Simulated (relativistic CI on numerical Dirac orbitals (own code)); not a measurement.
# Ni22+: sensitivity of the levels to the model

Base calculation: Dirac-Coulomb-Breit CI, separate exchange-only KLI orbitals for each configuration, QED by a radiative potential, unscaled Slater integrals.

Configurations in the expansion (outside the closed core 1s2): 2s2 2p2, 2s 2p3, 2p4, 2p3 3s, 2p3 3p, 2p3 3d, 2s2 2p 3s, 2s2 2p 3p, 2s2 2p 3d, 2s 2p2 3s, 2s 2p2 3p, 2s 2p2 3d, 2s2 2p 4s, 2s2 2p 4p, 2s2 2p 4d, 2s2 2p 4f. Levels of other configurations are missing.

The lowest level and the first level of each name with at least 55 % of one term (blank where a level has no safe partner in the second run):

```
          Level  Base (eV)  Shift (eV)
   2s2 2p2 3P_0       0.00        0.00
   2s2 2p2 3P_1      13.57       +0.07
   2s2 2p2 3P_2      20.15       +0.07
   2s2 2p2 1D_2      40.45       +0.05
   2s2 2p2 1S_0      57.73       -0.43
   2s 2p3 5S°_2      71.77       -0.49
   2s 2p3 3D°_1     111.23       -0.01
   2s 2p3 3D°_2     111.83       -0.05
   2s 2p3 3D°_3     116.93       +0.01
   2s 2p3 3P°_0     132.42       -0.24
   2s 2p3 3P°_1     134.15       -0.15
   2s 2p3 3P°_2     137.44       -0.10
   2s 2p3 3S°_1     156.37       +0.39
   2s 2p3 1D°_2     163.07       +0.44
   2s 2p3 1P°_1     182.61       +0.29
       2p4 3P_2     232.65       +0.11
       2p4 3P_0     246.76       +0.10
       2p4 3P_1     249.21       +0.07
       2p4 1D_2     259.89       +0.35
       2p4 1S_0     293.66       +0.19
2s2 2p 3s 3P°_0    1129.41            
2s2 2p 3s 3P°_1    1130.69
```

At this charge energies of transitions that change n are usually good to better than 1 %, and those within a shell (Δn = 0) to a few per cent.

(1) One thing was changed in a second run, which moved the levels as shown. Which?
A. QED terms removed
B. only the first 3 configurations
C. Breit term removed
D. non-relativistic limit

Answers

(1) B. Only the first 3 configurations. With fewer configurations the levels that remain lose their mixing partners.

LS names give the leading component of a level, which can be under half, so a name can repeat, a term be missing and a line seem to break the LS rules.
